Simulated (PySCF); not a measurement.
Isomers C6H11B:

A. `C(C=C)BC(=C)C`
B. `C1=CCCC[C@@H]1B`
C. `B[C@@H]1C[C@H]1C1CC1`

Spectrum 1. $^{1}$H NMR (500 MHz, computed): δ 7.07 (br, 2H), 6.45 (m, 1H), 5.89 (m, 1H), 2.12 (m, 1H), 2.09 (m, 1H), 1.98 (m, 1H), 1.75 (tdd, J = 15.4, 12.2, 3.3 Hz, 1H), 1.71 (m, 1H), 1.45 (m, 1H), 1.10 (m, 1H). $^{13}$C{$^{1}$H} NMR (computed): δ 139.0 (CH), 134.7 (CH), 58.6 (CH), 28.5 (CH2), 27.5 (CH2), 25.7 (CH2).

Spectrum 2. $^{1}$H NMR (500 MHz, computed): δ 6.78 (br, 2H), 1.39 (ddd, J = 9.0, 6.8, 3.8 Hz, 1H), 1.29 (ddd, J = 9.5, 6.0, 3.8 Hz, 1H), 1.16 (m, 1H), 0.64 (m, 1H), 0.54 (m, 1H), 0.47 (m, 1H), 0.33 (m, 1H), 0.06 (m, 1H), 0.01 (m, 1H). $^{13}$C{$^{1}$H} NMR (computed): δ 32.9 (CH), 27.8 (CH), 22.9 (CH2), 17.8 (CH), 8.0 (CH2), 7.1 (CH2).

Spectrum 3. $^{1}$H NMR (500 MHz, computed): δ 6.44 (dq, J = 4.9, 2.2 Hz, 1H), 6.30 (dq, J = 4.9, 1.8 Hz, 1H), 5.78 (m, 1H), 5.49 (m, 1H), 5.48 (m, 1H), 5.38 (br, 1H), 2.41 (m, 2H), 1.88 (t, J = 2.0 Hz, 3H). $^{13}$C{$^{1}$H} NMR (computed): δ 157.3 (C), 154.3 (CH2), 137.1 (CH2), 128.8 (CH), 31.6 (CH2), 23.7 (CH3).

How the numbers were obtained: PBE0/pcSseg-1 with gauge-including orbitals, spin–spin couplings from B3LYP/pcJ-1 (spin–dipole term left out of most H,H and C,H couplings), PBE0-D3(BJ)/def2-SVP geometry, in PySCF 2.14.0 with density-fitted response routines (averaged over atoms made equivalent by symmetry, fast rotation or ring inversion, no relativistic terms, isolated molecule, one computed conformer).

Shifts are taken against calculated references (same method and geometry level): TMS for $^{1}$H, $^{13}$C. Multiplet labels drop J under 1 Hz and among equivalent protons, and merge close values. Unscaled 3J(H,H) run several per cent high. Vicinal couplings that depend on rotamer populations or ring flexing (ring, CH–CH, X–H and H–F types) are those of the one conformer. Couplings to H on boron are left out. Carbons bonded to boron are broad in practice. Shifts are as computed. Against solution values, carbons near 30 ppm lie about +2 ppm off and those near 130 ppm about +5 ppm. Of 1313 compounds with measured shifts, 239 miss one by over three times the rms of a fit or turn the order of signals round; such compounds aren't used in these exercises.

Task: Which spectrum belongs to which compound?

Result: 1–B, 2–C, 3–A.

- Spectrum 1 (B): 6 $^{13}$C signals; δC 139.0 is an alkene CH; δC 134.7 is an alkene CH.
- Spectrum 2 (C): 6 $^{13}$C signals; δC 32.9 is a three-membered-ring carbon; δC 27.8 is a three-membered-ring carbon.
- Spectrum 3 (A): 6 $^{13}$C signals; δC 157.3 is a fully substituted alkene carbon; δC 154.3 is a terminal =CH2 carbon.
